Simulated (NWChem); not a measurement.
System: C2H5ClOSi; SMILES C=C(Cl)[SiH2]O

Here is an NWChem input.

```
start job
memory heap 200 mb stack 900 mb global 1100 mb
geometry units angstroms noautosym nocenter noautoz
  C      1.668066    -1.229218    -0.356897
  C      0.572186    -0.547763     0.019566
  Cl    -0.957189    -1.398836     0.307731
  Si     0.385719     1.311391     0.301523
  O     -0.938134     1.868697    -0.565987
  H      1.673708    -2.323021    -0.489527
  H      2.603806    -0.678627    -0.544975
  H      1.598972     2.019666    -0.218314
  H      0.232503     1.537625     1.782495
  H     -1.697836     1.258816    -0.519207
end
basis spherical
  C library def2-svp
  Cl library def2-svp
  Si library def2-svp
  O library def2-svp
  H library def2-svp
end
dft
  xc b3lyp
  iterations 150
end
cosmo
  do_cosmo_smd true
  solvent acetone
end
task dft energy
```

NWChem printed, in part:

```
             Northwest Computational Chemistry Package (NWChem) 7.3.0
             --------------------------------------------------------

                             Geometry "geometry" -> ""
                             -------------------------

 Output coordinates in angstroms (scale by  1.889725989 to convert to a.u.)

  No.       Tag          Charge          X              Y              Z
 ---- ---------------- ---------- -------------- -------------- --------------
    1 C                    6.0000     1.66806600    -1.22921800    -0.35689700
    2 C                    6.0000     0.57218600    -0.54776300     0.01956600
    3 Cl                  17.0000    -0.95718900    -1.39883600     0.30773100
    4 Si                  14.0000     0.38571900     1.31139100     0.30152300
    5 O                    8.0000    -0.93813400     1.86869700    -0.56598700
    6 H                    1.0000     1.67370800    -2.32302100    -0.48952700
    7 H                    1.0000     2.60380600    -0.67862700    -0.54497500
    8 H                    1.0000     1.59897200     2.01966600    -0.21831400
    9 H                    1.0000     0.23250300     1.53762500     1.78249500
   10 H                    1.0000    -1.69783600     1.25881600    -0.51920700

 Effective nuclear repulsion energy (a.u.)     272.9191715170

                                 NWChem DFT Module
                                 -----------------

 Summary of "ao basis" -> "ao basis" (spherical)
 ------------------------------------------------------------------------------
       Tag                 Description            Shells   Functions and Types
 ---------------- ------------------------------  ------  ---------------------
 C                          def2-svp                 6       14   3s2p1d
 Cl                         def2-svp                 8       18   4s3p1d
 Si                         def2-svp                 8       18   4s3p1d
 O                          def2-svp                 6       14   3s2p1d
 H                          def2-svp                 3        5   2s1p

 in cosmo_initialize ...
 calling solv_data for solv:acetone

 solvent parameters
 solvname_short: acetone
 solvname_long:  acetone
 dielec:       20.4930
 dielecinf:     1.8463
 nonaqueous SMD model solvent descriptors
 dielec:       20.4930
 sola:          0.0400
 solb:          0.4900
 solc:          0.0000
 solg:         33.7700
 solh:          0.0000
 soln:          1.3588

          ---------------
          -cosmo- solvent
          ---------------
 Cosmo: York-Karplus, doi: 10.1021/jp992097l
 dielectric constant -eps-     =  20.49
 screen = (eps-1)/(eps    )    =   0.95120
 surface charge correction     = lagrangian

   van der Waals surface
 --------------------------

[...]

                                COSMO-SMD solvation results
                                ---------------------------

             internal energy in gas <Psi(g)|H|Psi(g)> =      -903.832586298267
         internal energy in solvent <Psi(s)|H|Psi(s)> =      -903.832077690924
                               delta internal energy  =         0.000508607344 (    0.32 kcal/mol)
   total free energy in solvent <Psi(s)|H+V/2|Psi(s)> =      -903.837704777291
 polarization energy contribution <Psi(s)|V/2|Psi(s)> =        -0.005627086368 (   -3.53 kcal/mol)
    total free energy in solvent including G(SMD-CDS) =      -903.838923073092
                       G(SMD-CDS) energy contribution =        -0.001218295801 (   -0.76 kcal/mol)
     1 M fixed-concentration free energy of solvation =        -0.006336774825 (   -3.98 kcal/mol)

                       DFT Final Molecular Orbital Analysis
                       ------------------------------------

 Vector   26  Occ=2.000000D+00  E=-3.128914D-01
              MO Center= -2.6D-01,  7.4D-01,  1.5D-01, r^2= 4.5D+00
   Bfn.  Coefficient  Atom+Function         Bfn.  Coefficient  Atom+Function
  ----- ------------  ---------------      ----- ------------  ---------------
    40      0.339624   3 Cl py               70      0.331960   5 O  pz
    73      0.247736   5 O  pz               37      0.239279   3 Cl py
    89      0.215805   8 H  s                94     -0.213116   9 H  s
    90      0.199957   8 H  s                95     -0.187395   9 H  s
    41      0.143919   3 Cl pz               34      0.138796   3 Cl py

 Vector   27  Occ=2.000000D+00  E=-2.986701D-01
              MO Center= -3.5D-01,  1.1D-01,  1.4D-01, r^2= 4.1D+00
   Bfn.  Coefficient  Atom+Function         Bfn.  Coefficient  Atom+Function
  ----- ------------  ---------------      ----- ------------  ---------------
    40      0.396453   3 Cl py               37      0.284156   3 Cl py
    19     -0.262974   2 C  py               70     -0.256295   5 O  pz
    73     -0.195395   5 O  pz               69     -0.178830   5 O  py
    94      0.172031   9 H  s                34      0.164407   3 Cl py
    55      0.149626   4 Si py               95      0.150218   9 H  s

 Vector   28  Occ=2.000000D+00  E=-2.686523D-01
              MO Center=  4.8D-01, -1.0D+00, -9.2D-03, r^2= 2.8D+00
   Bfn.  Coefficient  Atom+Function         Bfn.  Coefficient  Atom+Function
  ----- ------------  ---------------      ----- ------------  ---------------
    41      0.410706   3 Cl pz                6     -0.354717   1 C  pz
    20     -0.306451   2 C  pz               38      0.282881   3 Cl pz
     9     -0.251772   1 C  pz               23     -0.192892   2 C  pz
    35      0.163325   3 Cl pz               39      0.100176   3 Cl px
     4     -0.097090   1 C  px               18     -0.078877   2 C  px

 Vector   29  Occ=0.000000D+00  E=-2.927555D-02
              MO Center=  9.7D-01, -5.8D-01, -1.1D-01, r^2= 3.2D+00
   Bfn.  Coefficient  Atom+Function         Bfn.  Coefficient  Atom+Function
  ----- ------------  ---------------      ----- ------------  ---------------
     9      0.540539   1 C  pz               23     -0.466470   2 C  pz
     6      0.397818   1 C  pz               20     -0.353590   2 C  pz
    59     -0.224614   4 Si pz               67     -0.206384   5 O  s
    58      0.201402   4 Si py               95      0.200449   9 H  s
    41      0.194383   3 Cl pz                7      0.160368   1 C  px

 Vector   30  Occ=0.000000D+00  E= 2.165001D-02
              MO Center=  2.1D-01, -1.3D-01,  2.1D-01, r^2= 4.6D+00
   Bfn.  Coefficient  Atom+Function         Bfn.  Coefficient  Atom+Function
  ----- ------------  ---------------      ----- ------------  ---------------
    17      0.825174   2 C  s                57     -0.524772   4 Si px
    39     -0.517699   3 Cl px               58      0.462272   4 Si py
    80     -0.406423   6 H  s                32     -0.389723   3 Cl s
    21     -0.378443   2 C  px               50     -0.369665   4 Si s
    40     -0.360317   3 Cl py               67     -0.343091   5 O  s

 Vector   31  Occ=0.000000D+00  E= 4.728399D-02
              MO Center= -3.6D-01,  4.7D-01, -3.4D-02, r^2= 5.4D+00
   Bfn.  Coefficient  Atom+Function         Bfn.  Coefficient  Atom+Function
  ----- ------------  ---------------      ----- ------------  ---------------
    67      0.755431   5 O  s               100     -0.575694  10 H  s
    57      0.513888   4 Si px               21     -0.460524   2 C  px
    39     -0.449349   3 Cl px               32     -0.397156   3 Cl s
    17      0.374030   2 C  s                50     -0.367119   4 Si s
    85      0.330719   7 H  s                18     -0.272314   2 C  px

     Multipole analysis of the density
     ---------------------------------

     L   x y z        total         alpha         beta         nuclear
     -   - - -        -----         -----         ----         -------
     0   0 0 0     -0.000000    -28.000000    -28.000000     56.000000

     1   1 0 0      0.425284      0.708274      0.708274     -0.991263
     1   0 1 0     -0.446080     -0.866880     -0.866880      1.287680
     1   0 0 1      0.008534     -2.746549     -2.746549      5.501633

     2   2 0 0    -28.734733   -118.701047   -118.701047    208.667361
     2   1 1 0     -0.775655      4.199968      4.199968     -9.175592
     2   1 0 1     -0.519220      6.753407      6.753407    -14.026033
     2   0 2 0    -35.508450   -214.213366   -214.213366    392.918281
     2   0 1 1      1.767182      8.958004      8.958004    -16.148826
     2   0 0 2    -34.656510    -35.617707    -35.617707     36.578904
```

Level: B3LYP/def2-SVP, SMD on the gas-phase geometry. All runs use the structure optimised with PBE-D3(BJ)/def2-SVP. B3LYP is NWChem's, with the RPA form of VWN correlation. Solvent: acetone.
